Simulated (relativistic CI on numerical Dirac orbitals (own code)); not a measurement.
**d1 to d9 in one octahedral field**

Computed with a parametric ligand-field model without spin-orbit coupling, by exact diagonalisation: B = 780, C = 3310, 10Dq = 19500 cm⁻¹ (Oh; |10Dq|/B = 25.0) for every shell. Energies in cm⁻¹; the field energy is (0.6 n_e − 0.4 n_t2) × 10Dq of the ground term; g labels are left out.

| Shell | Ground term | Electrons in e | Field energy | First spin-allowed bands | Lowest term of other spin |
| --- | --- | --- | --- | --- | --- |
| d1 | 2T2 | 0.000 | -7800 | 2E 19500 |  |
| d2 | 3T1 | 0.029 | -15044 | 3T2 17962, 3T1 28123 | 1T2 11719 |
| d3 | 4A2 | 0.000 | -23400 | 4T2 19500, 4T1 27300 | 2E 15678 |
| d4 | 5E | 1.000 | -11700 | 5T2 19500 | 3T1 410 |
| d5 | ? | ? | ? | ? | ? |
| d6 | 1A1 | 0.055 | -45733 | 1T1 17503, 1T2 27049 | 3T1 10319 |
| d7 | 2E | 1.042 | -34285 | 2T1 17326, 2T2 17996 | 4T1 3617 |
| d8 | 3A2 | 2.000 | -23400 | 3T2 19500, 3T1 27300 | 1E 12677 |
| d9 | 2E | 3.000 | -11700 | 2T2 19500 |  |

(1) Fill in the row of d5.

Answers

(1) Ground term: 6A1; Electrons in e: 2.000; Field energy: 0; First spin-allowed bands: none; Lowest term of other spin: 2T2 3233. Low spin: d6, d7; the other shells keep the spin of the free ion. Only d4 to d7 can choose; the field needed to pair spins is smallest for d6 and largest for d5, which loses most exchange energy. In the strong-field picture 10Dq must exceed about 6B + 5C = 21230 (d4), 7.5B + 5C = 22400 (d5), 2.5B + 4C = 15190 (d6) and 4B + 4C = 16360 (d7); mixing of terms shifts these bounds somewhat.
